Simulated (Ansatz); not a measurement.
Job for Ansatz (a program for electronic structure): R-PBE/def2-TZVPP on CH2O2 (SMILES O=CO).

Ansatz 0.2 input:
```yaml
crystal:
  periodic: [false, false, false]
  atoms:
    - {symbol: C, position_ang: [-0.39790514, -0.11935457, 0.07866539]}
    - {symbol: O, position_ang: [-0.40093078, -0.12025391, 1.27537517]}
    - {symbol: O, position_ang: [0.65623452, 0.19688715, -0.69266216]}
    - {symbol: H, position_ang: [-1.25466404, -0.37638856, -0.55707097]}
    - {symbol: H, position_ang: [1.39716543, 0.41910989, -0.10420744]}
basis:
  gaussian:
    orbitals: def2-TZVPP
hamiltonian:
  xc: {name: PBE}
scf: {lower_state_search: off}
```

Task: Predict the final total energy.

Result: -189.6470 hartree.
